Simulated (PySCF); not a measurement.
**Radial density of Ar⁺ (argon, charge +1)**

M06-2X, [Ne] 3s2 3p4 4s1, high-spin 4P determinant (an excited configuration). Computed with PySCF 2.14 in aug-cc-pVDZ-DK (5s4p2d, 27 functions), with the spin-free X2C one-electron Hamiltonian (Gaussian nucleus).

```csv
r (bohr),4πr²ρ (e/bohr),4πr²(ρα − ρβ)
0.00119,0.08290,0.0001
0.00200,0.2209,0.0002
0.00336,0.5622,0.0004
0.00565,1.402,0.0010
0.00950,3.335,0.0025
0.0160,7.282,0.0054
0.0269,13.66,0.0112
0.0452,19.93,0.0245
0.0760,19.74,0.0681
0.128,14.63,0.2110
0.215,18.39,0.3975
0.362,19.26,0.1762
0.609,6.544,0.1765
1.02,4.917,1.5552
1.72,3.100,1.0654
2.90,0.5865,0.3967
4.87,0.1883,0.1869
8.19,0.001177,0.0012
```

Densities and radii are taken from the X2C orbitals without a picture-change correction, which distorts them close to the nucleus.

The outer electron is Rydberg-like, and this basis confines it to a smaller radius and binds it less than a complete one would.
